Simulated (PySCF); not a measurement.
Hexafluoro-2-butyne, C₄F₆, SMILES C(F)(F)(C#CC(F)(F)F)F, singlet (CAM-B3LYP/def2-SVP optimised geometry):

```
10

F      0.924    -0.271     0.000
C     -0.405    -0.271     0.000
F     -0.822     0.991     0.000
F     -0.821    -0.847     1.123
C     -0.924    -0.991    -1.178
C     -1.346    -1.577    -2.136
C     -1.864    -2.299    -3.313
F     -3.194    -2.307    -3.309
F     -1.455    -1.720    -4.437
F     -1.440    -3.559    -3.315
```

Level of theory: CAM-B3LYP/def2-TZVP (PySCF).

What are the frontier orbital energies and the dipole moment?

HOMO-2 -14.06 eV, HOMO-1 -11.38 eV, HOMO -11.38 eV, LUMO 0.03 eV, LUMO+1 0.03 eV; dipole moment 0.00 D.

Meta-Löwdin charges at CAM-B3LYP/def2-TZVP: F1 -0.26, C2 0.81, F3 -0.26, F4 -0.26, C5 -0.04, C6 -0.04, C7 0.81, F8 -0.26, F9 -0.26, F10 -0.26.
